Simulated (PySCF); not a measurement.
IS₃⁻: from structure and modes to constants

Computed with B3LYP in PySCF with I def2-SVPD with ECP28, S def2-SVPD; scalar-relativistic core potentials, no spin–orbit coupling; density-fitted integrals.

The singlet minimum has C3v symmetry. Masses (u): I 126.90447, S 31.97207.

```xyz
4
charge -1 multiplicity 1, angstrom
I     0.0000    0.0000    0.3355
S     2.2365    0.0000   -0.4439
S    -1.1182    1.9368   -0.4439
S    -1.1182   -1.9368   -0.4439
```

Harmonic wavenumbers (cm⁻¹): 124.0 (e, ×2), 149.3 (a1, ×1), 346.0 (e, ×2), 346.2 (a1, ×1).

(1) Find the principal moments of inertia and the rotational constants. What kind of rotor is it?

(2) What is the harmonic zero-point energy?

Answers

(1) About the centre of mass I = 273.06, 273.06, 479.75 u Å². With B = 16.8576/I this gives 0.06173, 0.06173, 0.03514 cm⁻¹. The molecule is an oblate symmetric top.

(2) Half the sum of all 6 wavenumbers, 1436/2 = 718 cm⁻¹, which is 8.6 kJ/mol (1 cm⁻¹ = 0.0119627 kJ/mol).

This need not be the most stable arrangement of these atoms. The lowest empty level of this anion is unbound, so it and the gap depend on the basis.
